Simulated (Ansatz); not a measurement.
Cartesian coordinates in Å:
```
N -0.0160 -0.8294 0.9280
Sb -0.6759 -0.0533 -0.8035
O 0.1604 1.7214 -0.6284
H -0.6541 -1.4373 1.4180
H 0.9283 -1.1795 0.9799
H 0.6661 -0.5463 -1.7504
H -0.4089 2.3244 -0.1436
```

Charge 0, multiplicity 1. Sb: def2 effective core potential.

(1) List the B3LYP/def2-TZVPP orbital energies in eV (Ansatz 0.2.0). (Estimate.)

## Answers

(1) Ansatz gave: Occupied: -519.98, -389.09, -155.77, -107.56, -107.54, -107.41, -35.76, -35.67, -35.56, -35.54, -35.48, -26.27, -22.78, -15.56, -13.24, -12.20, -10.32, -9.72, -8.34, -7.27, -6.95. Lowest empty: -0.86, -0.57, 1.03, 1.60, 1.95, 2.40, 3.50, 4.36.

B3LYP here is the variant with VWN-RPA as its local correlation; programs differ in this.
